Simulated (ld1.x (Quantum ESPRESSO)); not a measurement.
**Building the ultrasoft potential for Ho (Z = 67) (PBE, scalar-relativistic).**

| Item | Value |
| --- | --- |
| Element | holmium (Ho) |
| Generator | ld1.x (Quantum ESPRESSO) 7.5 |
| Type | ultrasoft |
| Functional | PBE |
| Relativity | scalar-relativistic |
| Frozen core | [Kr] |
| Valence charge | 31 |
| Reference configuration | 4d10 4f10.5 5s2 5p6 5d0.5 6s2 6p0 |
| Partial waves | 5s (bound): rcut 1.65, rcutus 1.80 bohr; 6s (bound): rcut 1.65, rcutus 1.80 bohr; 5p (bound): rcut 2.15, rcutus 2.55 bohr; 6p (bound, empty): rcut 2.15, rcutus 2.55 bohr; 4d (bound): rcut 0.80, rcutus 0.85 bohr; 5d (bound): rcut 0.80, rcutus 0.85 bohr; 4f (bound): rcut 1.10, rcutus 1.45 bohr; 4f channel at 2.5 Ry: rcut 1.10, rcutus 1.45 bohr |
| Local potential | all-electron potential smoothed inside 1.90 bohr (lloc = -1) |
| Core correction | a·sin(br)/r model core, default radius (core density twice the valence density) |
| Augmentation charge | PSQ, radius 0.90 bohr |

Poles of the logarithmic derivatives, all-electron (AE) and pseudo (PS). s: poles at -3.8, 2.9 (AE) and -3.8, 2.5 (PS) Ry. p: poles at -1.8, 4.5 (AE) and -3.5, -1.8, 3.7 (PS) Ry. d: poles at 0.8 (AE) and 0.8 (PS) Ry. f: poles at -0.4, 3.9 (AE) and -0.4, 3.9 (PS) Ry. Test radius 2.76 bohr.

* Configuration tests: test run stopped at test 1 of 7 (negative rho)
* Lowest eigenvalue of the overlap operator: -0.31 (p channel); it is negative, so in a basis up to 400 Ry S is not positive definite and the file is unfit for use
* Density cutoff estimated by the generator: 689 Ry

The ghost test of this file was not conclusive. Its overlap operator is not positive definite in a basis up to 400 Ry (lowest eigenvalue p -0.31), so the file is unfit for use: the generalised eigenproblem breaks down once the basis is large enough, and its test numbers describe a broken file.
